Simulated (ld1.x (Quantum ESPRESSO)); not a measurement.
## Building the TM semilocal potential for cadmium (PBEsol, scalar-relativistic).

ld1.x (Quantum ESPRESSO) 7.5 was run on this input:

```
&input
   title='Cd', zed=48., rel=1, dft='PBESOL', iswitch=3,
   config='[Kr] 4d10 5s0.5 5p0 5d-2',
   nld=3, rlderiv=2.60, eminld=-3.0, emaxld=5.0, deld=0.02
 /
 &inputp
   pseudotype=1, tm=.true., lloc=1,
   nlcc=.false.,
   file_pseudopw='Cd.pp', file_wfcaegen='ae.wfc', file_wfcncgen='nc.wfc'
 /
3
5S  1  0   0.50   0.00  1.95  1.95  0.0
5D  3  2  -2.00  -0.05  1.90  1.90  0.0
5P  2  1   0.00   0.00  2.40  2.40  0.0
 &test
   configts(1)='5s0.5 5p0'
 /
```

Command:

```bash
ld1.x < Cd.in > Cd.out
```

The program printed (shortened: banner, matrices, multipoles, cross overlaps and the repeated all-electron block are left out):

```
Program LD1 v.7.5
     --------------------------- All-electron run ----------------------------

     Cd
     scalar relativistic calculation

     atomic number is 48.00
     dft =PBESOL   lsd =0 sic =0 latt =0  beta=0.20 tr2=1.0E-14
     Exchange-correlation= PBESOL
                           (   1   4  10   8   0   0   0)
     mesh =1239 r(mesh) =  99.86297 a.u. xmin = -7.00 dx = 0.01250
     1 Ry =  13.60569312 eV, c = 137.03599908

     n l     nl                  e(Ry)          e(Ha)          e(eV)
     1 0     1S 1( 2.00)     -1949.5540      -974.7770    -26525.0338
     2 0     2S 1( 2.00)      -290.3026      -145.1513     -3949.7679
     2 1     2P 1( 6.00)      -260.6352      -130.3176     -3546.1219
     3 0     3S 1( 2.00)       -54.9052       -27.4526      -747.0233
     3 1     3P 1( 6.00)       -45.1747       -22.5874      -614.6334
     4 0     4S 1( 2.00)        -8.7870        -4.3935      -119.5526
     4 1     4P 1( 6.00)        -5.9285        -2.9642       -80.6612
     3 2     3D 1(10.00)       -29.9346       -14.9673      -407.2810
     4 2     4D 1(10.00)        -1.8638        -0.9319       -25.3589
     5 0     5S 1( 0.50)        -1.2548        -0.6274       -17.0718
     5 1     5P 1( 0.00)        -0.7928        -0.3964       -10.7862

     final scf error:  4.3E-15 reached in  32 iterations

     Etot =  -11182.867108 Ry,   -5591.433554 Ha, -152150.658101 eV

     Ekin =   11635.926411 Ry,    5817.963205 Ha,  158314.843946 eV
     Encl =  -26998.002004 Ry,  -13499.001002 Ha, -367326.530201 eV
     Eh   =    4481.902325 Ry,    2240.951162 Ha,   60979.387636 eV
     Exc  =    -302.693839 Ry,    -151.346919 Ha,   -4118.359483 eV

     normalization and overlap integrals

     s(1S/1S) =  1.000000  <r> =   0.0304  <r2> =    0.0013  r(max) =   0.0196
     s(2S/2S) =  1.000000  <r> =   0.1317  <r2> =    0.0204  r(max) =   0.1112
     s(2P/2P) =  1.000000  <r> =   0.1149  <r2> =    0.0161  r(max) =   0.0888
     s(3S/3S) =  1.000000  <r> =   0.3586  <r2> =    0.1470  r(max) =   0.3259
     s(3P/3P) =  1.000000  <r> =   0.3573  <r2> =    0.1482  r(max) =   0.3178
     s(4S/4S) =  1.000000  <r> =   0.8793  <r2> =    0.8763  r(max) =   0.7916
     s(4P/4P) =  1.000000  <r> =   0.9603  <r2> =    1.0569  r(max) =   0.8427
     s(3D/3D) =  1.000000  <r> =   0.3348  <r2> =    0.1334  r(max) =   0.2668
     s(4D/4D) =  1.000000  <r> =   1.2624  <r2> =    1.9196  r(max) =   0.9790
     s(5S/5S) =  1.000000  <r> =   2.5408  <r2> =    7.3138  r(max) =   2.1789
     s(5P/5P) =  1.000000  <r> =   3.1943  <r2> =   11.6265  r(max) =   2.6947

     ------------------------ End of All-electron run ------------------------

     --------------------- Generating NC pseudopotential ---------------------

      Generating local pot.: lloc=1, matching radius rcloc =   2.4000

      Wfc   5S  rcut= 1.972  Using Troullier-Martins method

      Wfc   5D  rcut= 1.923  Using Troullier-Martins method

     ------------------- End of pseudopotential generation -------------------

     Computing logarithmic derivative in   2.61188
     Message from routine run_pseudo:
     Warning: convergence not achieved
     Computing logarithmic derivative in   2.61188
     Computing the partial wave expansion
     R is outside the sphere for l=    0 j= 0.00
       no projector for channel:   1
     R is outside the sphere for l=    2 j= 0.00

     ---------------------- Testing the pseudopotential ----------------------

     Cd
     scalar relativistic calculation

     atomic number is 48.00   valence charge is  2.00
     dft =PBESOL   lsd =0 sic =0 latt =0  beta=0.20 tr2=1.0E-14
     mesh =1239 r(mesh) =  99.86297 xmin = -7.00 dx = 0.01250

     n l     nl             e AE (Ry)        e PS (Ry)    De AE-PS (Ry)
     1 0     5S   1( 0.50)       -1.25475       -1.25476        0.00000
     2 1     5P   1( 0.00)       -0.79277       -0.79277       -0.00000

     eps = 2.9E-11  iter =201

     Etot =  -11182.867108 Ry,   -5591.433554 Ha, -152150.658101 eV
     Etotps =    -0.678452 Ry,      -0.339226 Ha,      -9.230813 eV

     Ekin =       0.216875 Ry,       0.108438 Ha,       2.950739 eV
     Encl =      -0.795319 Ry,      -0.397659 Ha,     -10.820860 eV
     Ehrt =       0.088397 Ry,       0.044198 Ha,       1.202702 eV
     Ecxc =      -0.130542 Ry,      -0.065271 Ha,      -1.776120 eV
     Epseu=      -0.057864 Ry,      -0.028932 Ha,      -0.787275 eV

     ---------------------- End of pseudopotential test ----------------------
```

Generation and configuration tests took about 2.2 s on one core of a shared server CPU.
